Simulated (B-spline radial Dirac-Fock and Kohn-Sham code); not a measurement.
Auger decay of the M1 hole in Tb⁺

System: terbium as Tb⁺ in the configuration [Xe] 4f8 6s1 6p1 (an excited configuration).

Calculated with a B-spline atomic structure program, using independent-particle radiative and Coulomb Auger rates from relativistic LDA hole-state orbitals, with Dirac-Fock energies. Kinetic energies are configuration averages from the vacuum level; the two-hole energies are estimated from single-hole states.

| transition | kinetic energy (eV) | width (meV) | share (%) |
| --- | --- | --- | --- |
| M1-M3N3 | 15.59 | 1780 | 13.9 |
| M1-M2O1 | – | 162 | 1.3 |
| M1-M2O2 | 139.2 | 140 | 1.1 |
| M1-M2O3 | 144.4 | 217 | 1.7 |
| M1-M3N4 | 147.3 | 740 | 5.8 |
| M1-M2N6 | 153.2 | 462 | 3.6 |
| M1-M2N7 | 153.9 | 623 | 4.9 |
| M1-M3N5 | 153.9 | 1060 | 8.3 |
| M1-M4N1 | 238.7 | 459 | 3.6 |
| M1-M3O1 | – | 194 | 1.5 |
| M1-M5N1 | 271.6 | 660 | 5.2 |
| M1-M3O2 | 293.8 | 170 | 1.3 |
| M1-M3O3 | 299.2 | 234 | 1.8 |
| M1-M3N6 | 307.7 | 1440 | 11.3 |
| M1-M3N7 | 308.8 | 1830 | 14.3 |
| M1-M4N2 | 318.7 | 99.6 | 0.8 |
| M1-M5N3 | 386.8 | 192 | 1.5 |
| M1-M4N4 | 487.0 | 153 | 1.2 |
| M1-M4N5 | 492.5 | 198 | 1.5 |
| M1-M5N4 | 518.9 | 214 | 1.7 |
| M1-M5N5 | 526.0 | 316 | 2.5 |
| M1-M5N7 | 681.1 | 131 | 1.0 |
| M1-N1N4 | 1359.0 | 105 | 0.8 |
| M1-N1N5 | 1365.3 | 152 | 1.2 |

A dash stands for an energy that rests on an unreliable hole state.

Coster-Kronig rates are the weakest part of this model and often come out 1.5 to 2.5 times too large. The listed channels hold 92 % of the non-radiative rate. Summed by principal shells, of 12.8 eV in all: MMN 83.6 %, MMO 10.1 %, MNN 5.0 %, MNO 0.7 %, MMP 0.4 %.
